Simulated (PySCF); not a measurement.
**C4H3F5O: full NMR table**

- Formula: C4H3F5O
- SMILES: F[C@@H]1C[C@]1(F)OC(F)(F)F
- InChI: InChI=1S/C4H3F5O/c5-2-1-3(2,6)10-4(7,8)9/h2H,1H2/t2-,3+/m1/s1
- Point group of the computed structure: C1
- Degrees of unsaturation: 1
- Carbon signals: 4
- Proton signals: 3

Mapped SMILES: `[F:1][C@@H:2]1[CH2:3][C@:4]1([F:5])[O:6][C:7]([F:8])([F:9])[F:10]`; H(Xn) means a hydrogen on atom n. Ha(C3) is cis to F1 on the ring; Hb(C3) is trans to F1 on the ring.

Theory: σ from GIAO-PBE0/pcSseg-1, GFN2-xTB geometry, in PySCF 2.14 (non-relativistic Hamiltonian, single conformer, no solvent model, one averaged value for each set of equivalent atoms).

Chemical shifts δ = σref − σ; ¹H and ¹³C against TMS; ¹⁹F against CFCl3; ¹⁷O against H2O, all at this level.

```tsv
carbon	δC, type	δH (multiplicity)	HMBC from (2–3 bonds)	span of the C tensor (ppm)
C2	76.0, CH	4.94 (m)	Ha(C3), Hb(C3)	121
C3	20.8, CH2	Hb(C3) 1.65 (m); Ha(C3) 1.72 (m)	H(C2)	51
C4	103.3, C	–	H(C2), Ha(C3), Hb(C3)	84
C7	131.3, C	–	–	9
```

Other nuclei:
```csv
atoms,nucleus,environment,δ (ppm),σ (ppm)
F8/F9/F10,¹⁹F,fluorine of an OCF3 group,-72.1,243.1
F5,¹⁹F,fluorine on an sp3 carbon,-160.0,331.0
F1,¹⁹F,fluorine on an sp3 carbon,-236.6,407.6
O6,¹⁷O,ether oxygen,148.9,187.2
```

Carbon types of the structure: 2 × C, 1 × CH, 1 × CH2, which accounts for all hydrogens. δC 131.3: CF3 carbon; 4 electronegative neighbours deshield it. δC 103.3, 76.0, 20.8: three-membered-ring carbon. δH 4.94, 1.72, 1.65: hydrogen on a three-membered-ring carbon.

Splittings by ¹⁹F in the carbon and heteronuclear signals aren't shown, as no couplings were computed. Shifts are as computed. Against solution values, carbons near 30 ppm lie about +3 ppm off and those near 130 ppm about +5 ppm. Of 1211 compounds with measured shifts, 218 miss one by over three times the rms of a fit or turn the order of signals round; such compounds aren't used in these exercises. Unscaled 19F shifts against computed CFCl3 carry errors that often reach 10 to 50 ppm. Experimental scales use liquid or dissolved standards, which lie at an offset from isolated H2O (liquid H2O: subtract about 36 ppm). No couplings were computed; multiplicities are counted from neighbouring protons, with m where these are inequivalent, close in shift, in a saturated or five-membered ring or joined by F or P, and br s for small geminal =CH2 splittings.
